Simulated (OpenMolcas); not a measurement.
Computed transition rates of Co I

| Item | Value |
| --- | --- |
| Program | OpenMolcas 26.06 |
| Method | MS-CASPT2, IPEA 0.25 Eh, imaginary shift 0.1 Eh (closed shells correlated: 3s 3p) |
| Basis | ANO-R3 [8s5p5d3f2g1h] |
| Scalar Hamiltonian | X2C, finite nucleus |
| Active space | 9 electrons in 6 orbitals (3d 4s) |
| State averaging | 2S+1 = 4 even, 20 roots; 2S+1 = 2 even, 40 roots kept (CI in the orbitals of an earlier block) |
| Spin-orbit coupling | state interaction with AMFI integrals over the reference wave functions, term energies averaged over their components |

Rates come from the transition moments of the reference wave functions (E1 and E2 in the length form). At fixed line strength A goes as λ^-3 for E1 and M1 and as λ^-5 for E2, so a rate at the computed wavelength can be rescaled to the measured one. Measured vacuum wavelengths follow from level energies in NIST Handbook of Basic Atomic Spectroscopic Data. Branching counts decays inside the model space alone, at computed energies, and the table is only a selection of the E2 and M1 lines, drawn from those between levels with measured partners whose computed energy lies within a factor of 1.5 of the measured one.

```tsv
Upper	Lower	Type	λ computed (nm)	λ measured (nm)	A computed (s-1)	A rescaled (s-1)	Branching %
3d⁸ 4s ⁴P_5/2	3d⁷ 4s² ⁴F_9/2	E2	513.4	658.6	3.02e-01	8.69e-02	56.8
3d⁸ 4s ⁴P_3/2	3d⁷ 4s² ⁴F_7/2	E2	529.8	668.5	2.24e-01	7.00e-02	47.1
3d⁸ 4s ⁴P_1/2	3d⁷ 4s² ⁴F_3/2	E2	551.7	695.1	2.23e-01	7.02e-02	51.7
3d⁸ 4s ⁴P_1/2	3d⁷ 4s² ⁴F_5/2	E2	540.2	676.2	1.66e-01	5.40e-02	38.5
3d⁸ 4s ⁴P_3/2	3d⁷ 4s² ⁴F_5/2	E2	546.1	696	1.34e-01	3.98e-02	28.2
3d⁸ 4s ⁴P_5/2	3d⁷ 4s² ⁴F_7/2	E2	534.6	696	7.65e-02	2.05e-02	14.4
3d⁷ 4s² ⁴P_5/2	3d⁷ 4s² ⁴F_9/2	E2	703.1	724.9	4.98e-02	4.27e-02	70.0
3d⁸ 4s ⁴P_3/2	3d⁷ 4s² ⁴F_3/2	E2	557.8	716.1	4.13e-02	1.18e-02	8.7
3d⁸ 4s ²F_7/2	3d⁸ 4s ⁴F_9/2	M1	3121	2525	3.26e-02		83.9
3d⁷ 4s² ⁴P_3/2	3d⁷ 4s² ⁴F_7/2	E2	732.2	756.4	2.81e-02	2.39e-02	52.5
3d⁷ 4s² ⁴P_1/2	3d⁷ 4s² ⁴F_3/2	E2	763.7	794.3	2.77e-02	2.28e-02	50.9
3d⁷ 4s² ⁴P_1/2	3d⁷ 4s² ⁴F_5/2	E2	741.9	769.7	2.09e-02	1.74e-02	38.4
3d⁸ 4s ²F_5/2	3d⁸ 4s ²F_7/2	M1	9363	9819	1.93e-02	1.67e-02	59.0
3d⁷ 4s² ⁴P_3/2	3d⁷ 4s² ⁴F_5/2	E2	763.7	791.8	1.66e-02	1.39e-02	30.9
3d⁷ 4s² ⁴F_7/2	3d⁷ 4s² ⁴F_9/2	M1	12990	12250	1.54e-02	1.84e-02	100.0
3d⁷ 4s² ⁴P_5/2	3d⁷ 4s² ⁴F_7/2	E2	743.3	770.4	1.21e-02	1.01e-02	16.9
3d⁸ 4s ⁴F_5/2	3d⁸ 4s ⁴F_7/2	M1	17030	18260	1.15e-02	9.33e-03	77.2
3d⁷ 4s² ⁴F_5/2	3d⁷ 4s² ⁴F_7/2	M1	17750	16920	1.04e-02	1.20e-02	100.0
3d⁸ 4s ⁴F_7/2	3d⁸ 4s ⁴F_9/2	M1	14990	15150	9.75e-03	9.44e-03	76.3
3d⁸ 4s ²F_5/2	3d⁸ 4s ⁴F_3/2	M1	3845	2954	9.52e-03		29.1
3d⁷ 4s² ⁴P_3/2	3d⁷ 4s² ⁴F_3/2	E2	786.8	817.9	4.70e-03	3.87e-03	8.8
3d⁸ 4s ⁴F_3/2	3d⁸ 4s ⁴F_5/2	M1	23980	25930	4.64e-03	3.67e-03	56.2
3d⁸ 4s ²F_7/2	3d⁸ 4s ⁴F_5/2	M1	5129	3633	4.08e-03		10.5
3d⁷ 4s² ⁴F_3/2	3d⁷ 4s² ⁴F_5/2	M1	26040	24850	3.67e-03	4.22e-03	100.0
3d⁸ 4s ²F_5/2	3d⁸ 4s ⁴F_5/2	M1	3314	2652	2.55e-03		7.8
```

Spin-changing lines and M1 lines between different terms are not rescaled, since their strength hangs on the term gaps too.

The largest correction is for 3d⁸ 4s ⁴P_5/2 → 3d⁷ 4s² ⁴F_7/2 (E2): 7.65e-02 × (534.6 / 696)^5 = 2.05e-02 s-1, a factor of 0.27.

The computed rate and branching of 3d⁷ 4s² ⁴F_7/2 → 3d⁷ 4s² ⁴F_9/2 give the upper level a radiative lifetime of 1.000 / 1.54e-02 s-1 = 6.49e+01 s, counting decays inside the model space alone. The rescaled rate gives about 5.4e+01 s.

No measured rate stands beside these. Rescaling mends the energy factor alone: line strengths can still be far off where a level mixes with configurations outside the active space, and weak or spin-changing lines hang on small mixing coefficients that depend on the term gaps too, so rescaling need not improve them.

CASPT2 breaks the degeneracy within a term, and the mean is taken; among the terms shown or strongly mixed into the levels shown the widest spread is 1900 cm-1 (3d⁸ 4s ⁴F). Terms from blocks run as CI alone lack orbitals of their own. A single d shell beside an s shell can misplace configurations of different d count against each other. Measured partners are found by configuration, term and J. A level has none where our copy of the source lacks it or the pairing is in doubt (some pairs that miss far off the trend of their configuration count as doubtful). Levels of configurations outside the active space are missing.
